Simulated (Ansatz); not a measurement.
O2Zr, charge +1, doublet (typed; the unrestricted solution is spin-contaminated), geometry from GFN2-xTB (such geometries of metal compounds can be far from the true shape) (the multiplicity is a formal guess) (core potentials on Zr). Base run: HF/def2-SVP (Ansatz, a quantum-chemistry and plane-wave program).

Geometry (Å):
```xyz
3

Zr    -0.1583    -0.1749    -0.2264
O      1.4659     0.6345    -0.3346
O     -0.6746     0.2401     1.4665
```
Charge +1, spin multiplicity 2.
Orbitals are unrestricted.
All else is at Ansatz's defaults.

The base run was repeated with changes; each row names its change, and settings that it needs were set with it.

```csv
change,basis functions,E (Eh)
base,59,-195.85526
basis = ANO-RCC-VDZP; relativity = spin-free X2C,71,-3745.83368
basis = cc-pVTZ-DK; relativity = none,137,-3641.05215
basis = ANO-RCC-VDZP; relativity = spin-free X2C; nucleus = Gaussian,71,-3745.78933
basis = jorge-DZP-DKH; relativity = none,78,-3670.43694
basis = ANO-RCC-VDZP; relativity = none,71,-3641.80197
basis = jorge-DZP-DKH; relativity = spin-free X2C,78,-3745.62024
basis = cc-pVTZ-DK; relativity = spin-free X2C,137,-3745.85659
basis = cc-pVTZ-DK; relativity = spin-free X2C; nucleus = Gaussian,137,-3745.80828
basis = jorge-DZP-DKH; relativity = spin-free X2C; nucleus = Gaussian,78,-3745.58104
```

Total energies compare only within one method and basis.

Ansatz warned in this series: the basis is contracted for relativity, which the run leaves out.

Basis sets contracted for a relativistic Hamiltonian are a mismatch without it, so the rows without relativity aren't non-relativistic limits. No row has spin-orbit coupling; sets with core potentials leave out the core electrons.
